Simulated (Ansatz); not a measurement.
Consider the redistribution: `CNB(N)O` + `C[SiH](F)CN` → `NCB(N)O` + `CN[SiH](C)F`.

Isolated molecules relaxed with PBE0-D4/def2-TZVP in Ansatz; ΔE leaves out vibrations. CBS: MP2 limit from def2 TZ/QZ plus the TZ coupled-cluster correction, frozen cores. DFT in def2-TZVPP. B3LYP here is the variant with VWN-RPA as its local correlation; programs differ in this. One conformer a species, not always the lowest.

```csv
level,ΔE (kJ/mol)
ωB97M-V,-8.5
PBE,-8.2
PBE0,-6.6
B3LYP,-6.8
CCSD/def2-TZVPP,-8.0
CCSD(T)/def2-TZVPP,-9.4
HF/def2-QZVPP,-1.6
MP2/CBS(def2),-9.1
```

Q: What does CCSD(T)/CBS give? (Estimate.)

A: Ansatz gave: -8.8 kJ/mol. The listed levels differ from it by 0.3, 0.6, 2.2, 2.0, 0.8, -0.6, 7.2, -0.3 kJ/mol.

Largest T1 diagnostic among the species: 0.011.

In def2-TZVPP, CCSD(T) changes the Hartree–Fock value by −7.8 kJ/mol (the triples alone add −1.4 kJ/mol) and MP2 by −8.2 kJ/mol.
